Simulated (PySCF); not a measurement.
PBE on La⁻ (lanthanum, charge -1), [Xe] 5d2 6s2, high-spin 3F determinant. All numbers are calculated (PySCF 2.14, scalar relativity through the core potential, in def2-TZVPPD with the def2 core potential (46 electrons)).

```
cycle= 1 E= -31.5083719873518  delta_E= -0.00768  |g|= 0.0232  |ddm|= 1.12
cycle= 2 E= -31.5083572923578  delta_E= 1.47e-05  |g|= 0.0269  |ddm|= 0.24
cycle= 3 E= -31.5092052941114  delta_E= -0.000848  |g|= 0.000914  |ddm|= 0.168
cycle= 4 E= -31.5092089316439  delta_E= -3.64e-06  |g|= 0.000199  |ddm|= 0.0271
cycle= 5 E= -31.5092089975517  delta_E= -6.59e-08  |g|= 3.26e-05  |ddm|= 0.00256
cycle= 6 E= -31.5092089995947  delta_E= -2.04e-09  |g|= 3.56e-07  |ddm|= 0.00026
cycle= 7 E= -31.5092089995949  delta_E= -1.74e-13  |g|= 2.33e-08  |ddm|= 5.37e-06
converged SCF energy = -31.5092089995949  <S^2> = 2.0069187  2S+1 = 3.0046089
```

Highest occupied orbital energy: 1.695 eV; ⟨L²⟩ = 12.02; populations by l: s 4.00, p 6.00, d 2.00, f 0.00.

(1) Can this result be used?

Results:

(1) With care. The calculation finished and met its thresholds. Energies and moments cover only the electrons outside the core potential. Spin-orbit coupling, absent here, splits the open shell strongly. At PBE the highest occupied level has a positive energy, so only the finite basis holds that electron; in a semilocal or global hybrid functional this comes from self-interaction and does not mean that the real anion is unbound.
